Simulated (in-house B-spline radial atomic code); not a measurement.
**Binding energies in Sc2+**

NIST's tabulated ground configuration is [Ar] 3d1; each binding energy is the energy of the ion with one electron taken from that subshell, relaxed, less that of the parent. Computed with a radial B-spline atomic code at the basis-set limit: Dirac-Kohn-Sham B3LYP, spherical fractional occupations, Fermi nucleus of rms radius 3.5459 fm. Energies include first-order Breit, QED and recoil terms.

Caution: exact exchange at fractional occupations of open shells leaves self-interaction of up to several eV.

```json
{"subshell": "1s", "X-ray name": "K", "binding energy (eV)": "4548.5", "-ε (eV)": "4442.5", "relaxation (eV)": "-110.9"}
{"subshell": "2s", "X-ray name": "L1", "binding energy (eV)": "519.7", "-ε (eV)": "500.4", "relaxation (eV)": "-19.7"}
{"subshell": "2p1/2", "X-ray name": "L2", "binding energy (eV)": "437.8", "-ε (eV)": "415.5", "relaxation (eV)": "-22.6"}
{"subshell": "2p3/2", "X-ray name": "L3", "binding energy (eV)": "434.9", "-ε (eV)": "410.8", "relaxation (eV)": "-24.3"}
{"subshell": "3s", "X-ray name": "M1", "binding energy (eV)": "81.62", "-ε (eV)": "73.95", "relaxation (eV)": "-7.71"}
{"subshell": "3p1/2", "X-ray name": "M2", "binding energy (eV)": "59", "-ε (eV)": "51.68", "relaxation (eV)": "-7.35"}
{"subshell": "3p3/2", "X-ray name": "M3", "binding energy (eV)": "58.95", "-ε (eV)": "51.15", "relaxation (eV)": "-7.81"}
{"subshell": "3d", "X-ray name": "M4,5", "binding energy (eV)": "23.65", "-ε (eV)": "17.01", "relaxation (eV)": "-6.63"}
```

Relaxation = -ε minus the binding energy without Breit, QED and recoil terms. With a density functional, K lines can miss by some tenths of a per cent, more in light atoms. For a density functional the relaxation so defined is negative, because -ε of a Kohn-Sham level is smaller than the binding energy.

Emission lines follow as differences of binding energies, with λ = 12398.42 eV·Å / E:

```csv
line,holes,energy (eV),wavelength (Å)
K-L3,1s → 2p3/2,4113.6,3.014
K-L2,1s → 2p1/2,4110.7,3.0161
K-M3,1s → 3p3/2,4489.6,2.7616
L1-M3,2s → 3p3/2,460.8,26.909
L3-M1,2p3/2 → 3s,353.3,35.095
```

Problem. What screening constant σ does Moseley's law, E = (3/4)·13.6057 eV·(Z - σ)², need for K-L3?

Solution. σ = 0.92.

Problem. What does it cost to remove both a 2p1/2 and a 3s electron?

Solution. 541.94 eV, which is 22.53 eV more than the two single binding energies together.

Problem. What does it cost to remove both a 2s and a 3p1/2 electron?

Solution. 600.48 eV, which is 21.75 eV more than the two single binding energies together.

Problem. What does it cost to remove both a 1s and a 3p1/2 electron?

Solution. 4630.9 eV, which is 23.42 eV more than the two single binding energies together.
